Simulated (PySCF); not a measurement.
Compound: C7H11NO2.
SMILES with atom numbers: `[CH2:1]=[CH:2]/[C:3](=[CH:4]/[NH:5][C:6]([CH3:7])=[O:8])[O:9][CH3:10]` (hydrogens: H11, H12 on C1; H13 on C2; H14 on C4; H15 on N5; H16, H17, H18 on C7; H19, H20, H21 on C10)

Computed by this run: PySCF, PBE0-D3(BJ)/def2-SVP geometry optimisation, gas phase; density fitting, grid level 1; the optimiser is geomeTRIC in internal coordinates, started from a GFN2-xTB structure with every atom displaced at random (about 0.01 Å).

Step 1: E = -12997.6531 eV
```
atom  x, y, z in Å  |  force x, y, z in eV/Å
C1     -3.0702   -1.4296    1.1601    0.193  -0.056  -0.182
C2     -2.0525   -1.4767    0.2831   -0.129  -0.050  -0.047
C3     -0.8811   -0.6202    0.2881   -0.495   0.009  -0.185
C4      0.1245   -0.7594   -0.6012    0.718  -0.071   0.410
N5      1.2446    0.0478   -0.5053   -0.106  -0.022  -0.157
C6      2.4111   -0.1679   -1.2078   -0.263   0.021   0.126
C7      3.5276    0.7704   -0.8316    0.160   0.033  -0.047
O8      2.5020   -1.0443   -2.0360    0.073  -0.070  -0.147
O9     -0.8014    0.4067    1.1989   -0.117   0.083  -0.073
C10    -1.5535    1.5445    0.8140    0.032  -0.052  -0.009
H11    -3.0645   -0.7229    1.9888   -0.011   0.083   0.117
H12    -3.9214   -2.1070    1.0697    0.015  -0.009   0.029
H13    -2.0747   -2.2121   -0.5320   -0.007   0.049   0.081
H14     0.1945   -1.5759   -1.3224   -0.069   0.101  -0.032
H15     1.2178    0.7363    0.2397    0.032  -0.027   0.016
H16     3.8265    0.6148    0.2174    0.007  -0.025  -0.022
H17     4.3902    0.5850   -1.4847   -0.059  -0.002   0.044
H18     3.2123    1.8193   -0.9323   -0.012   0.031  -0.017
H19    -1.1798    1.9698   -0.1351    0.016  -0.017   0.017
H20    -1.4554    2.2962    1.6063    0.050   0.013   0.082
H21    -2.6199    1.3012    0.6865   -0.027  -0.021  -0.005
```

Step 2: E = -12997.6610 eV
```
atom  x, y, z in Å  |  force x, y, z in eV/Å
C1     -3.0757   -1.4408    1.1169    0.008  -0.089  -0.056
C2     -2.0438   -1.4830    0.2600    0.014   0.023  -0.017
C3     -0.8967   -0.5978    0.3176    0.181   0.426  -0.228
C4      0.1621   -0.6923   -0.5205    0.189  -0.516   0.126
N5      1.2890    0.1040   -0.4580   -0.405   0.037   0.205
C6      2.4204   -0.1728   -1.1943    0.007   0.016  -0.013
C7      3.5942    0.7273   -0.9008    0.003   0.045   0.008
O8      2.4474   -1.0760   -2.0001    0.060   0.019  -0.060
O9     -0.8908    0.4177    1.2446   -0.065   0.086  -0.002
C10    -1.6523    1.5446    0.8537    0.053  -0.059   0.026
H11    -3.0940   -0.7286    1.9448    0.009   0.002   0.018
H12    -3.9173   -2.1285    1.0163   -0.004  -0.011   0.026
H13    -2.0298   -2.2179   -0.5532   -0.016   0.019   0.045
H14     0.2523   -1.5073   -1.2393   -0.084   0.016  -0.084
H15     1.2972    0.8116    0.2691    0.078  -0.006  -0.019
H16     3.9350    0.5907    0.1377    0.004  -0.016  -0.006
H17     4.4149    0.4814   -1.5848   -0.032  -0.015   0.012
H18     3.3206    1.7863   -1.0236   -0.005   0.010  -0.005
H19    -1.2467    2.0010   -0.0672    0.004   0.004   0.005
H20    -1.6025    2.2765    1.6707    0.019   0.002   0.025
H21    -2.7067    1.2798    0.6744   -0.016   0.005  -0.008
```

Step 3: E = -12997.6778 eV
```
atom  x, y, z in Å  |  force x, y, z in eV/Å
C1     -3.0728   -1.4289    1.1317   -0.020  -0.055   0.001
C2     -2.0541   -1.4879    0.2611    0.018   0.052   0.030
C3     -0.8946   -0.6176    0.2975   -0.065   0.236  -0.234
C4      0.1526   -0.7422   -0.5489    0.197  -0.268   0.247
N5      1.2664    0.0670   -0.4692   -0.093  -0.009  -0.006
C6      2.4129   -0.1700   -1.1968   -0.017   0.031  -0.018
C7      3.5571    0.7568   -0.8696   -0.003   0.040   0.011
O8      2.4775   -1.0553   -2.0207   -0.012   0.021  -0.006
O9     -0.8606    0.4052    1.2168   -0.014  -0.009  -0.011
C10    -1.6009    1.5469    0.8332    0.027  -0.032   0.016
H11    -3.0698   -0.7103    1.9556    0.002  -0.016  -0.006
H12    -3.9230   -2.1086    1.0506   -0.003  -0.006   0.020
H13    -2.0601   -2.2297   -0.5444   -0.006   0.001   0.011
H14     0.2347   -1.5555   -1.2710   -0.051   0.041  -0.051
H15     1.2571    0.7656    0.2662    0.040  -0.013   0.006
H16     3.8880    0.6082    0.1703    0.008  -0.010  -0.003
H17     4.3919    0.5452   -1.5469   -0.006  -0.010  -0.002
H18     3.2562    1.8104   -0.9764    0.000  -0.001  -0.003
H19    -1.1953    1.9932   -0.0925   -0.002   0.010   0.001
H20    -1.5225    2.2771    1.6504    0.005  -0.004   0.001
H21    -2.6637    1.3067    0.6669   -0.004   0.002  -0.002
```

**Question.** Estimate the geometry and energy of step 4. (The exact step hangs on the optimiser's Hessian estimate; all steps are aligned on step 3, rigid shifts and turns removed.)

**Answer.** E = -12997.6897 eV, largest force 0.190 eV/Å
```
atom  x, y, z in Å  |  force x, y, z in eV/Å
C1     -3.1036   -1.4475    1.1295    0.113   0.113   0.068
C2     -2.0720   -1.4802    0.2724    0.027  -0.156  -0.104
C3     -0.9031   -0.6214    0.3006   -0.154   0.104   0.018
C4      0.1637   -0.7930   -0.5108    0.053  -0.060  -0.016
N5      1.2714    0.0224   -0.4362    0.063   0.031   0.098
C6      2.4049   -0.1611   -1.1974   -0.063  -0.016  -0.090
C7      3.5363    0.7828   -0.8709   -0.027   0.007   0.030
O8      2.4668   -1.0130   -2.0560    0.006  -0.015   0.006
O9     -0.8583    0.4085    1.2103    0.011   0.013   0.029
C10    -1.5557    1.5688    0.8077    0.000  -0.021   0.009
H11    -3.1197   -0.7377    1.9606   -0.020   0.016   0.007
H12    -3.9396   -2.1435    1.0379    0.012   0.007  -0.014
H13    -2.0672   -2.2279   -0.5269   -0.005  -0.018  -0.045
H14     0.2309   -1.5979   -1.2434   -0.004   0.004   0.000
H15     1.2683    0.7067    0.3124   -0.004   0.002   0.017
H16     3.9035    0.6052    0.1522    0.005   0.000  -0.002
H17     4.3531    0.6124   -1.5804    0.002  -0.003  -0.008
H18     3.2085    1.8321   -0.9324    0.001  -0.004   0.000
H19    -1.1195    2.0006   -0.1111   -0.002   0.005  -0.001
H20    -1.4700    2.2987    1.6244   -0.007   0.000  -0.007
H21    -2.6223    1.3608    0.6216   -0.007  -0.010   0.004
```

The energy changes by -0.0118 eV. The first-order estimate −F·Δx gives -0.0277 eV and the mean of the old and new forces, exact on a quadratic surface, -0.0117 eV. The step makes an angle of 78° with the force vector and moves no atom by more than 0.085 Å.

The cost below is that of the whole optimisation. Hardware: one thread, Arm Neoverse N1 (aarch64), shared host. Cost: 6.3 min of wall time, 0.87 GiB resident at most.
